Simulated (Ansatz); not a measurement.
Geometry optimisation, RKS PBE/def2-SVP in Ansatz.

input.yaml

```yaml
crystal:
  periodic: [false, false, false]
  atoms:
    - { symbol: C, position_ang: [0.0086, -2.0605, -0.9676] }
    - { symbol: B, position_ang: [-0.6728, -1.3436, 0.3106] }
    - { symbol: Si, position_ang: [-0.581, 0.581, 0.568] }
    - { symbol: "N", position_ang: [0.4122, 0.9149, 2.0988] }
    - { symbol: C, position_ang: [0.3462, 1.3674, -0.8736] }
    - { symbol: Cl, position_ang: [0.3711, 3.1555, -0.6442] }
    - { symbol: H, position_ang: [-0.4944, -1.5978, -1.8846] }
    - { symbol: H, position_ang: [-0.1679, -3.0948, -0.9516] }
    - { symbol: H, position_ang: [1.0542, -1.7941, -0.9696] }
    - { symbol: H, position_ang: [-1.2066, -2.0072, 1.1461] }
    - { symbol: H, position_ang: [-1.916, 1.1354, 0.6999] }
    - { symbol: H, position_ang: [0.3741, 1.9486, 2.2468] }
    - { symbol: H, position_ang: [1.2772, 0.629, 1.9325] }
    - { symbol: H, position_ang: [1.3584, 1.0031, -0.8864] }
    - { symbol: H, position_ang: [-0.1852, 1.1124, -1.7957] }
basis:
  gaussian: { orbitals: def2-SVP }
hamiltonian:
  xc: pbe
relax:
  f_tol: 0.015
  max_steps: 40
output:
  orbitals: {}
```

Launched with:

```bash
$ ansatz run input.yaml --threads 2 --pin off --max-ram 3072MiB --backend cpu --events-out ev --progress --plain --runs-dir out
```

Q: Where does it end, and by what steps?

A: The run converged. After 35 steps the energy has fallen by 0.886 eV; H9 moved furthest, 2.29 Å.

| step | energy less start (eV) | largest force component (eV/Å) | accepted |
| --- | --- | --- | --- |
| 0 | 0.0000 | 6.913 | yes |
| 2 | -0.7628 | 0.495 | yes |
| 4 | -0.7920 | 0.328 | yes |
| 6 | -0.7987 | 0.504 | yes |
| 8 | -0.8183 | 0.286 | yes |
| 10 | -0.8282 | 0.478 | no |
| 12 | -0.8364 | 0.179 | yes |
| 14 | -0.8455 | 0.126 | yes |
| 16 | -0.8541 | 0.140 | yes |
| 18 | -0.8622 | 0.120 | yes |
| 20 | -0.8666 | 0.154 | yes |
| 22 | -0.8728 | 0.119 | yes |
| 24 | -0.8776 | 0.088 | yes |
| 26 | -0.8787 | 0.283 | no |
| 28 | -0.8835 | 0.038 | yes |
| 30 | -0.8848 | 0.046 | yes |
| 32 | -0.8857 | 0.034 | yes |
| 34 | -0.8860 | 0.022 | yes |
| 35 | -0.8861 | 0.012 | yes |

```xyz
15
Properties=species:S:1:pos:R:3
C -0.587 -2.248 -1.010
B 0.029 -1.358 0.113
Si -0.343 0.621 0.355
N -0.283 1.013 2.060
C 0.926 1.588 -0.736
Cl 0.767 3.365 -0.395
H -1.433 -2.746 -0.467
H 0.058 -3.084 -1.352
H -1.043 -1.727 -1.875
H 0.777 -1.894 0.920
H -1.688 1.066 -0.165
H -0.409 1.995 2.324
H 0.486 0.607 2.600
H 1.978 1.312 -0.522
H 0.743 1.439 -1.820
```

Time of the run: 94 s on 2 threads of AMD EPYC 7R43 64-Core Processor (Zen 3) (shared host), peak memory 0.2 GiB.
